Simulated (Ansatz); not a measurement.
System: dibromo(fluoro)borane, sum formula BBr$_{2}$F (charge 0, singlet). 
Structure (B3LYP-D3(BJ)/def2-TZVP (Ansatz, a quantum-chemistry and plane-wave program) minimum search):
SMILES: BrB(Br)F
```xyz
4

B     -0.0026     0.6329    -0.0092
F     -0.0081     1.9437    -0.0282
Br    -1.6688    -0.3010     0.0771
Br     1.6712    -0.2892    -0.0685
```
Charge 0, spin multiplicity 1.

Wanted: atomisation energy (electronic, to ground-state atoms), in eV. Correlated levels leave the core frozen unless marked. UHF or UKS for open shells. Spin-orbit coupling is left out. Frozen are the shells of the preceding noble gas and the d and f shells that filled before the atom's block. No relativistic terms. The coupled-cluster limit lacks core correlation, which all-electron functionals hold. Basis-set limits of correlation are two-point, X^-3; Hartree-Fock from the larger set (for Q and 5 zeta extrapolated as (X+1)exp(-9√X)).

```csv
level,program,atomisation energy (eV)
B2PLYP/def2-TZVPD,Ansatz,___
RPA@PBE/cc-pVQZ,Ansatz,___
SCS-MP2/aug-cc-pVDZ,Ansatz,13.83
SCS-MP2/cc-pVTZ,Ansatz,14.47
CCSD/6-31G,Ansatz,11.48
"CCSD(T)/CBS(cc-pVQZ,cc-pV5Z)",Ansatz,14.65
```

Question: What belongs in the gaps?

Answer: 
- B2PLYP/def2-TZVPD, atomisation energy (eV): 14.52
- RPA@PBE/cc-pVQZ, atomisation energy (eV): 13.08
